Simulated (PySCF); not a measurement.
Computed IR spectrum (relative IR intensity) of a molecule C3H5ClOSi. Geometry optimised at PBE-D3(BJ)/def2-SVP. The values are those of a single conformer. These are PySCF with PBE-D3(BJ)/def2-SVP values and carry that method's errors. Frequencies are harmonic and unscaled.

Lines under 2 % of the strongest are left out, and lines within 2 cm⁻¹ are merged.

```tsv
ν (cm⁻¹)	relative intensity
243	2.3
419	2.5
454	26
542	48
639	6.4
676	16
702	26
727	11
745	53
831	38
839	100
892	3.1
940	15
1025	73
1060	12
1141	2.3
1175	74
1310	2.1
1350	4.2
1629	53
2223	74
2969	6.4
3152	7.9
```

Task: Pick the molecule that these values belong to.
(A) C=C[Si@@H](Cl)C=O
(B) C=C=C(Cl)[SiH2]O
(C) Cl[Si@@H]1CC=CO1
(D) [SiH3]C1=C(Cl)OC1

Result: C, Cl[Si@@H]1CC=CO1
